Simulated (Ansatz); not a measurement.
Basis-set extrapolation for `B/C=C(/C)F` (PBE0-D4/def2-TZVP geometry, frozen core, the Gaussian-basis code of Ansatz). Multiplicity 1, RHF reference.

```csv
,def2-TZVPP,def2-QZVPP
HF,-241.288124,-241.298954
MP2 correlation,-0.838493,-0.900233
CCSD(T) correlation,-0.911790,not run
```

Energies in hartree. Use E(X) = E(∞) + A·exp(−7.88·√X) for Hartree–Fock and E(X) = E(∞) + B·X^(−2.97) for correlation, with X = 3 and 4, and add CCSD(T) minus MP2 of the smaller set to the MP2 limit.

Q: What is the CCSD(T) energy at the basis-set limit?

A: HF limit: -241.298954 + (-0.010830) × 0.13774 = -241.30045. MP2 limit: -0.900233 + (-0.061740) × 0.74074 = -0.94597. Higher-order term: -0.911790 − (-0.838493) = -0.07330. Total: -242.31972 hartree, 3.26 eV below CCSD(T)/def2-TZVPP.
